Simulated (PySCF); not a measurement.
In(H)(Br)(vinyl) (C2H4BrIn), SMILES C=[CH][InH][Br].

Geometry: PBE0-D3(BJ)/def2-SVP. The def2 effective core potentials stand for the cores of In; spin–orbit coupling is left out. One conformer was computed; it need not be the lowest.

These are PBE/def2-TZVP (PySCF) values and carry that method's errors.

Symmetry labels are those of the subgroup Cs that the program uses (full group Cs).

Q: List the valence orbital energies around the gap with their symmetry. (The exact figures need the calculation; the answer reports its results.)

A: 
```csv
orbital,symmetry,energy (eV)
HOMO−7,A',-11.63
HOMO−6,A',-10.64
HOMO−5,A',-9.78
HOMO−4,A',-7.65
HOMO−3,A",-7.39
HOMO−2,A',-7.25
HOMO−1,A",-6.81
HOMO,A',-6.44
LUMO,A",-2.72
LUMO+1,A',-1.58
LUMO+2,A",-1.03
LUMO+3,A',-0.47
```
